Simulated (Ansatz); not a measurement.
Species: C2H6FGe (charge 0, doublet). It need not be the lowest isomer of its formula. 
Coordinates optimised at B3LYP-D3(BJ)/def2-TZVP (Ansatz, a program for electronic structure):
```
Ge
F 1 1.7747
C 1 1.9795 2 103.83
H 3 1.0880 1 110.40 2 63.12
H 3 1.0897 4 109.52 1 -121.33
H 3 1.0919 4 109.37 5 -120.23
C 1 1.9795 2 103.83 3 -117.97
H 7 1.0880 1 110.40 2 -63.12
H 7 1.0897 8 109.52 1 121.33
H 7 1.0919 8 109.37 9 120.23
```
Charge 0, spin multiplicity 2.

Parts of the frozen-core correlation energy in STO-3G (Ansatz, hartree). Frozen orbitals: 17; correlated occupied orbitals by spin: 13 and 12; virtual: 9 and 10. UHF or UKS for open shells. No spin-orbit coupling. No relativistic terms.

```json
[
 {"term": "reference (HF)", "value": "-2228.09234"},
 {"term": "MP2 opposite-spin", "value": "-0.13283"},
 {"term": "MP2 same-spin", "value": "-0.01675"},
 {"term": "CCSD correlation", "value": "-0.19843"},
 {"term": "(T)", "value": "-0.00339"},
 {"term": "T1 diagnostic", "value": "0.014"},
 {"term": "largest doubles amplitude", "value": "0.066"},
 {"term": "<S^2> of the reference", "value": "0.753"}
]
```
